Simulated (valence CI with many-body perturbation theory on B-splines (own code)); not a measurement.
## Sb XLVII: key properties

Computed by relativistic CI+MBPT: three valence electrons over a frozen Dirac-Fock core [He], radial functions for each j: 9 s, 9 p, 8 d, 6 f, 3 g, 1 h, with the one-electron correlation potential Σ1, the two-electron term Σ2, the three-electron term Σ3, Breit, model QED; selected CI, second order for the rest, scaled by the run's own slope (own B-spline code, finite nucleus).

The last digits are not significant, and no measured levels were compared; by estimate large intervals hold to a few tenths of a per cent, small ones and those within an open d or f shell to about a per cent.

Levels are named by their leading jj configuration (3d3/2^4 stands for four electrons in 3d with j = 3/2), which in mixed levels can hold well under half, so a name can repeat and another be missing.

Rates and lifetimes use the calculated energies. Strong lines usually hold to 10 to 20 %, long lifetimes can be off by a factor of two.

(1) What is the ground level?

(2) Among levels below 40499 × 10³ cm⁻¹, which E1 lines absorb most strongly from the ground level?

(3) How well does LS coupling describe the low levels?

(4) What is the ionisation energy?

(5) Name the longest-lived excited levels whose lifetime is computed, and their main decay.

(6) Where does the other parity begin?

(7) What are the static dipole polarisabilities of the lowest levels?

Results:

(1) (2s^2 2p1/2) J=1/2, composition 100 % 2s2.2p 2P°, g = 0.644.

(2) to (2s 2p1/2 3p1/2) J=3/2 at 0.2625 nm, f = 0.440; to (2s^2 3d3/2) J=3/2 at 0.2617 nm, f = 0.349; to (2s 2p1/2 3p3/2) J=3/2 at 0.2572 nm, f = 0.194.

(3) Among the lowest 20 levels the leading LS term, summed over configurations, holds 76 % on average. For single configurations the figures are 76 % in LS and 97 % in jj coupling. Terms mix most in the J = 3/2 level at 5018.2 × 10³ cm⁻¹, where the leading one holds 45 %.

(4) 8135.7 eV; NIST lists 8140 ± 4 eV (theoretical).

(5) (2s^2 2p3/2) J=3/2 at 2249.3 × 10³ cm⁻¹ lives 3.77 ns, mostly by E1 to (2s 2p1/2^2) J=1/2; (2s 2p1/2 2p3/2) J=3/2 at 3093.9 × 10³ cm⁻¹ lives 460 ps, mostly by E1 to (2s^2 2p1/2) J=1/2; (2s 2p1/2 2p3/2) J=5/2 at 3334.6 × 10³ cm⁻¹ lives 282 ps, mostly by E1 to (2s^2 2p3/2) J=3/2.

(6) At (2s 2p1/2^2) J=1/2, 1207.7 × 10³ cm⁻¹.

(7) (2s^2 2p1/2) J=1/2 0.000878 bohr³, of which the core gives 1.18e-06.
